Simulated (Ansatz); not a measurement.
Reactions of C3H3I, SMILES `IC1=CC1`.

Computed with Ansatz on PBE0-D4/def2-TZVP structures; ΔE is electronic, products minus reactants. CCSD(T)/CBS is the MP2 limit (def2-TZVPP, def2-QZVPP) plus CCSD(T) − MP2 in def2-TZVPP, frozen cores. This one scheme is used for every species, atoms too. Functionals use def2-TZVPP. No spin–orbit coupling; open shells (•) take unrestricted orbitals. Spin–orbit coupling would lower the free atoms: a little for C; strongly for I. def2 core potentials past Kr. For I outer-core shells are correlated without core-valence functions, so the limit isn't a true one: a few kJ/mol of doubt a bond, and 10 to 20 or more in all where bonds break to atoms. Each species was taken in one conformer, which may not be the lowest.

| reaction | PBE0-D4 (kJ/mol) | ωB97M-V (kJ/mol) |
| --- | --- | --- |
| `IC1=CC1` + H₂S → `SC1=CC1` + HI | -18 | -15 |
| `IC1=CC1` → 3 C• + 3 H• + I• | 2722 | 2670 |
| `IC1=CC1` → `IC1C=C1` | -13 | -14 |
| `IC1=CC1` + `O[SiH3]` → `[SiH3]OC1=CC1` + HI | 20 | 21 |

(1) Give the CCSD(T)/CBS values in the same order. (An estimate is asked.)

Largest T1 diagnostic: 0.012, for `[SiH3]OC1=CC1`.

Results:

(1) Computed: -7, 2671, -13, 34 kJ/mol.
